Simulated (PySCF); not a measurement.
# Correlation energy of S (sulfur, neutral)

[Ne] 3s1 3p5, high-spin 3P determinant (an excited configuration). All numbers are calculated (PySCF 2.14, no relativity, point nucleus, in aug-cc-pV(D+d)Z (5s4p3d, 32 functions)). Frozen: [Ne]; 6 electrons correlated.

| level | correlation energy (mhartree) |
| --- | --- |
| CCSD | -195.08 |
| (T) | -11.84 |
| CCSD(T) | -206.92 |
| CCSDT | -207.82 |

Diagnostics: T1 = 0.029, D1 = 0.0627, largest double amplitude 0.228.

A double-excitation amplitude exceeds 0.15, a sign of near-degeneracy.

Cost of the coupled-cluster step: about 0.24 core-seconds, for 6 correlated electrons.
